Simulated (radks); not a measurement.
Isoelectronic series with 49 electrons, each ion in its NIST ground configuration. Calculated with a radial shooting solver on a logarithmic mesh with Libxc functionals: scalar-relativistic Kohn-Sham, r2SCAN, spin-polarised, spherical densities, finite nucleus; open shells are filled with parallel spins first (spin-orbit coupling, left out, can overturn this in heavy ions); meta-GGA in the generalised Kohn-Sham scheme; Fermi nuclear charge, rms radius of each element as measured or else 0.836 A^(1/3) + 0.57 fm. Total energies (hartree) and mean radii <r> (bohr):

| ion | configuration | E (hartree) | 4d down | 4d up | 4p down |
|---|---|---|---|---|---|
| In | [Kr] 4d10 5s2 5p1 | -5882.30942 | 1.177 | 1.183 | 0.9236 |
| Te3+ | [Kr] 4d10 5s2 5p1 | -6793.17907 | 0.9622 | 0.9655 | 0.8211 |
| Cs6+ | [Kr] 4d10 5s2 5p1 | -7779.0928 | 0.8248 | 0.8267 | 0.7371 |
| Ce9+ | [Kr] 4d10 5s2 5p1 | -8841.0556 | 0.7261 | 0.7273 | 0.6682 |
| Pm12+ | [Kr] 4d10 4f1 5s2 | -9981.0720 | 0.6568 | 0.6564 | 0.6141 |
| Gd15+ | [Kr] 4d10 4f3 | -11200.9205 | 0.6042 | 0.6034 | 0.5709 |
| Ho18+ | [Kr] 4d10 4f3 | -12502.9405 | 0.5529 | 0.5520 | 0.5288 |
| Yb21+ | [Kr] 4d10 4f3 | -13888.0235 | 0.5098 | 0.5088 | 0.4922 |
| Ta24+ | [Kr] 4d10 4f3 | -15358.3509 | 0.4731 | 0.4721 | 0.4600 |
| Os27+ | [Kr] 4d10 4f3 | -16916.2458 | 0.4413 | 0.4405 | 0.4317 |
| Au30+ | [Kr] 4d10 4f3 | -18564.4094 | 0.4136 | 0.4128 | 0.4064 |
